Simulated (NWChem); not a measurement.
# P2H3, doublet; SMILES [PH]P

All runs: NWChem. Spin-unrestricted. No stability test was run on the SCF state. Each level has its own optimisation; frequencies are unscaled. Brackets give each atom's bonded neighbours.

Task: Taking PBE0/def2-TZVP as the yardstick, which of these has the fewest basis functions while keeping “highest harmonic frequency (cm⁻¹)” within 20 cm⁻¹ of it: PBE0/def2-SVPD; PBE0/def2-SVP; PBE0/STO-3G?

Result: PBE0/def2-SVP.
```json
[
 {"level": "PBE0/STO-3G", "basis functions": "21", "highest harmonic frequency (cm⁻¹)": "2835", "relative time (rough)": "1"},
 {"level": "PBE0/def2-SVP", "basis functions": "51", "highest harmonic frequency (cm⁻¹)": "2428", "relative time (rough)": "3"},
 {"level": "PBE0/def2-SVPD", "basis functions": "72", "highest harmonic frequency (cm⁻¹)": "2430", "relative time (rough)": "6"},
 {"level": "PBE0/def2-TZVP", "basis functions": "92", "highest harmonic frequency (cm⁻¹)": "2427", "relative time (rough)": "10"}
]
```

The yardstick is one finite set, not the basis-set limit.
